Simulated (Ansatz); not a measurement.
Two isomers of CH7AlBN: A = `[BH2][Al]([CH3])[NH2]`, B = `CN[BH][AlH2]`.

Program: Ansatz. Geometries: PBE0-D4/def2-TZVP. ΔE: electronic, gas phase. CBS: MP2 limit from def2 TZ/QZ plus the TZ coupled-cluster correction, frozen cores. DFT in def2-TZVPP. B3LYP here is the variant with VWN-RPA as its local correlation; programs differ in this. Each species was taken in one conformer, which may not be the lowest.

(1) Which is lower in electronic energy at CCSD(T)/CBS, and by how much? (Estimate.)

(2) Give E(B) − E(A) in kJ/mol with CCSD(T)/def2-TZVPP, PBE0-D4, B3LYP, B3LYP-D4, CCSD/def2-TZVPP, HF/def2-TZVPP, CCSD(T)/def2-SVP. (Best estimate.)

(3) Does the order hold for the free energy at 298.15 K (harmonic terms from PBE0-D4)? (Best estimate.)

Largest T1 diagnostic: 0.014.

Answers

(1) Ansatz gave: A, by 28.5 kJ/mol.

(2) Computed: CCSD(T)/def2-TZVPP 23.6, PBE0-D4 15.5, B3LYP 20.5, B3LYP-D4 19.6, CCSD/def2-TZVPP 26.6, HF/def2-TZVPP 29.1, CCSD(T)/def2-SVP -11.3. The order is the other way round with CCSD(T)/def2-SVP.

(3) Computed: Yes: G(B) − G(A) = +35.3 kJ/mol, for one conformer each. Modes under 60 cm⁻¹, often nearly free rotors, make the harmonic entropy too high.

From BLYP to BHLYP (50 % exact exchange), in def2-TZVPP and without D4, E(B) − E(A) moves by +6.8 kJ/mol. At CCSD(T), def2-SVP lies −39.8 kJ/mol from the extrapolated value and def2-TZVPP −4.9 kJ/mol.
